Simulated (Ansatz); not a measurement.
Coupled-cluster diagnostics for Cu(PF3)H (CuPHF₃), Ansatz.

Geometry of the singlet (PBE0-D4/def2-SVP):

| atom | x (Å) | y (Å) | z (Å) |
| --- | --- | --- | --- |
| Cu1 | 1.3788 | 0.5508 | 0.5425 |
| P2 | -0.5247 | -0.2109 | -0.2123 |
| F3 | -0.9186 | 0.0735 | -1.7138 |
| F4 | -1.8563 | 0.2702 | 0.4846 |
| F5 | -0.7824 | -1.7676 | -0.1834 |
| H6 | 2.7030 | 1.0840 | 1.0824 |

Correlated methods freeze 17 core orbitals.

Q: Estimate the CCSD(T) correlation energy, the shares of MP2 and (T), T1 and the reference's ⟨S²⟩ for: charge 0, singlet, own geometry in def2-TZVPP; and the rough time on 4 threads of Intel Xeon on a shared host.

A: 
```
                          state       basis  correlation (eV)  MP2 share (%)  (T) share (%)     T1  ⟨S²⟩ (pure)  wall time
charge 0, singlet, own geometry  def2-TZVPP           -39.089          101.2            3.8  0.023  0.00 (0.00)    3.2 min
```
Customary marks for T1 are 0.02 (closed shells), 0.045 (open shells) and about 0.05 (3d metals). T1 exceeds 0.02 in 1 of 1 rows and 0.045 in 0; the higher it lies, the less the single-reference result can be trusted.
